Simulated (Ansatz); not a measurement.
Two members of one family (Series GeH3X), computed with Ansatz in the gas phase. The two geometries come from different levels. Binding counts from free atoms in the multiplicity of their measured ground term, without zero-point energy. A dash marks a value that wasn't run or was left out as unsound. The structures are stationary points that may keep the symmetry of their start. Remarks come from the PBE and PBE0 runs and from stability tests at other levels; not every state was tested. HOMO above LUMO (over both spins in singlets and doublets, within one spin in higher multiplets; at PBE or PBE0), or a gap under 0.15 eV within one spin, warns that the state may not be the lowest or that an electron is smeared out.

First: Ge(CCH)H3 (singlet, charge 0, r2SCAN-D4/def2-TZVP geometry).

```xyz
7

Ge    0.943   -0.497    0.268
C    -0.684    0.363   -0.188
C    -1.719    0.908   -0.490
H    -2.634    1.388   -0.748
H     0.647   -1.957    0.614
H     1.556    0.217    1.473
H     1.892   -0.421   -0.930
```

```json
{"level": "PBE-D4/def2-TZVP", "HOMO (eV)": "-6.95", "LUMO (eV)": "-0.75", "gap (eV)": "6.21", "vertical IE (eV)": "10.28", "vertical triplet (eV)": "5.32", "binding per atom (eV)": "3.70"}
{"level": "PBE0-D4/def2-TZVP", "HOMO (eV)": "-8.17", "LUMO (eV)": "0.20", "gap (eV)": "8.37", "vertical IE (eV)": "10.44", "vertical triplet (eV)": "5.22", "binding per atom (eV)": "3.64"}
{"level": "PBE0-D4/def2-TZVPD", "HOMO (eV)": "-8.17", "LUMO (eV)": "0.11", "gap (eV)": "8.28", "vertical IE (eV)": "–", "vertical triplet (eV)": "–", "binding per atom (eV)": "3.64"}
{"level": "BHLYP-D4/def2-TZVP", "HOMO (eV)": "-9.22", "LUMO (eV)": "1.22", "gap (eV)": "10.44", "vertical IE (eV)": "–", "vertical triplet (eV)": "–", "binding per atom (eV)": "3.54"}
{"level": "CAM-B3LYP-D4/def2-TZVP", "HOMO (eV)": "-9.52", "LUMO (eV)": "1.32", "gap (eV)": "10.84", "vertical IE (eV)": "–", "vertical triplet (eV)": "–", "binding per atom (eV)": "3.65"}
```

Remarks: gap within one spin near zero at PBE or PBE0 (+1 doublet).

Second: Ge(NCS)H3 (singlet, charge 0, PBE-D4/def2-SVP geometry).

```xyz
7

Ge    0.6634    0.5920    0.7496
N    -0.3677   -0.3572   -0.4320
C    -1.0665   -0.9580   -1.2084
S    -1.9848   -1.7532   -2.2330
H     0.8026    2.0238    0.1821
H     2.0292   -0.1283    0.8346
H    -0.0762    0.5809    2.1070
```

Estimate the same table for the second.


```tsv
level	HOMO (eV)	LUMO (eV)	gap (eV)	vertical IE (eV)	vertical triplet (eV)	binding per atom (eV)
PBE-D4/def2-TZVP	-6.10	-1.23	4.87	9.20	4.45	3.70
PBE0-D4/def2-TZVP	-7.22	-0.35	6.87	9.31	4.44	3.57
PBE0-D4/def2-TZVPD	-7.25	-0.45	6.79	–	–	3.57
BHLYP-D4/def2-TZVP	-8.18	0.68	8.86	–	–	3.40
CAM-B3LYP-D4/def2-TZVP	-8.42	0.75	9.18	–	–	3.56
```
